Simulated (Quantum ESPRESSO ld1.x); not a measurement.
Sb, 51 electrons, occupied as [Kr] 4d10 5s2 5p3 (the NIST ground configuration). Method: Dirac Kohn-Sham, exchange-only B88, spin-unpolarised, spherical densities, point nucleus; open shells fill j = l - 1/2 first; computed with ld1.x of Quantum ESPRESSO 7.5.

Spin-orbit splittings of the eigenvalues, e(l+1/2) - e(l-1/2), with zeta = 2 splitting/(2l+1) and mean radii in bohr:

shell  occ.  splitting (eV)  zeta (eV)  <r> j=l-1/2  <r> j=l+1/2
2p        6           251.9      168.0       0.1032       0.1087
3p        6           46.48      30.98       0.3209       0.3322
3d       10           9.661      3.864       0.3034       0.3070
4p        6           8.614      5.742       0.8325       0.8619
4d       10           1.243     0.4973        1.025        1.038
5p        3          0.5855     0.3904        2.888        3.049
